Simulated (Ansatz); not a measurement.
A nudged elastic band was laid between two geometries of C5H10OSi (17 atoms, charge 0, multiplicity 1).

Method: RKS PBE0-D4/STO-3G (Ansatz 0.2.0).

```
movable images  : 5
climbing image  : yes
spring          : 5.0 eV/Å²
optimiser       : quadratic models (default)
start path      : through a guess of the saddle point
force threshold : 0.05 eV/Å
iteration limit : 60
end points      : relaxed
```

Image 0:

```xyz
17
Properties=species:S:1:pos:R:3
C -2.743 -0.672 -0.592
C -1.548 -0.697 -0.708
C -0.072 -0.693 -0.824
C 0.567 -1.748 0.124
Si 0.579 1.068 -0.495
C 0.014 1.602 1.206
O 2.277 1.130 -0.668
H -3.814 -0.652 -0.495
H 0.191 -0.964 -1.861
H 0.198 -2.755 -0.108
H 0.326 -1.532 1.173
H 1.660 -1.751 0.010
H 0.059 1.948 -1.514
H -1.075 1.528 1.282
H 0.296 2.639 1.411
H 0.443 0.976 1.993
H 2.625 0.571 0.106
```

Image 6:

```xyz
17
Properties=species:S:1:pos:R:3
C -2.105 -1.051 -2.144
C -1.202 -0.911 -1.366
C -0.101 -0.713 -0.394
C -0.274 -1.646 0.840
Si -0.007 1.115 0.132
C 1.540 1.337 1.164
O -0.044 2.166 -1.211
H -2.912 -1.176 -2.845
H 0.846 -0.985 -0.892
H -0.314 -2.698 0.530
H -1.201 -1.413 1.378
H 0.569 -1.524 1.533
H -1.180 1.440 0.909
H 1.475 0.756 2.089
H 1.679 2.386 1.442
H 2.437 1.011 0.630
H 0.774 1.906 -1.754
```

Q: What changes between the two ends?

A: No bond is made or broken. The dihedral H9–C3–Si5–H13 goes from 54 to -174°.

Q: What energy profile does the band end with?

A: The run converged. The highest image is number 3 of 0 to 6, 0.092 eV above the first end and 0.062 eV above the last; the last end lies 0.030 eV above the first. A vibrational analysis at the climbing image gives one clearly imaginary mode, 42i cm⁻¹: a first-order saddle point. Limits of this set-up: minimal basis.

```
image  path coordinate (Å)  energy (eV)  dihedral H9–C3–Si5–H13 (°)
    0                 0.00        0.000                          54
    1                 1.44        0.023                          76
    2                 2.89        0.067                          98
    3                 4.33        0.092                         121
    4                 5.69        0.075                         143
    5                 7.04        0.043                         165
    6                 8.39        0.030                        -174
```

Q: What is the geometry of the highest image?

A: 
```xyz
17
Properties=species:S:1:pos:R:3:forces:R:3
C -2.573 -0.960 -1.644 0.00 0.01 0.00
C -1.464 -0.856 -1.199 -0.02 -0.01 0.00
C -0.105 -0.710 -0.627 0.03 0.00 0.02
C 0.049 -1.595 0.644 -0.02 0.01 -0.01
Si 0.295 1.140 -0.330 0.00 0.00 0.01
C 0.798 1.410 1.453 0.00 0.00 0.00
O 1.507 1.661 -1.417 -0.01 -0.01 0.01
H -3.567 -1.049 -2.048 0.00 -0.01 0.00
H 0.613 -1.082 -1.379 0.00 0.00 -0.01
H -0.157 -2.647 0.408 0.00 0.00 0.00
H -0.649 -1.280 1.430 0.00 -0.01 0.00
H 1.070 -1.526 1.042 0.00 0.00 0.00
H -0.863 1.942 -0.643 0.00 0.00 0.00
H -0.008 1.121 2.133 0.00 0.00 -0.01
H 1.019 2.467 1.632 0.00 0.00 0.00
H 1.686 0.833 1.725 0.00 0.00 0.00
H 2.330 1.133 -1.140 0.00 0.00 0.00
```

Q: What are the harmonic wavenumbers there?

A: 42i, 140, 148, 180, 218, 234, 250, 299, 303, 343, 475, 566, 712, 746, 774, 789, 824, 881, 896, 962, 1008, 1045, 1101, 1181, 1218, 1268, 1363, 1451, 1526, 1588, 1694, 1703, 1708, 1712, 2450, 2714, 3361, 3365, 3377, 3532, 3538, 3539, 3540, 3732, 3818 cm⁻¹.

Run time: 3.4 min on 1 thread of Arm Neoverse V1, on a shared host, peak memory 0.14 GiB.
